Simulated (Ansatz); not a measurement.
Program: Ansatz. Geometries: PBE0-D4/def2-TZVP. ΔE: electronic, gas phase. CBS: MP2 limit from def2 TZ/QZ plus the TZ coupled-cluster correction, frozen cores. This one scheme is used for every species. DFT in def2-TZVPP. One conformer a species, not always the lowest.

`O[Si](O)(F)Cl` + `O=CC[SiH3]` → `O[Si](F)([SiH3])Cl` + `O=CCO`  (formal exchange of groups at the Si–O bond)

```json
{"level": "PBE-D4", "ΔE (eV)": "1.67"}
{"level": "HF/def2-TZVPP", "ΔE (eV)": "2.13"}
{"level": "SCS-MP2/def2-TZVPP", "ΔE (eV)": "2.12"}
{"level": "CCSD(T)/def2-TZVPP", "ΔE (eV)": "2.03"}
```

Q: What does CCSD(T)/CBS give? (Estimate.)

A: The calculation gave: +2.03 eV. The listed levels differ from it by -0.36, 0.10, 0.09, 0.00 eV.

Largest T1 diagnostic among the species: 0.014.

From PBE to PBE0 (25 % exact exchange), in def2-TZVPP and without D4, ΔE moves by +0.14 eV.
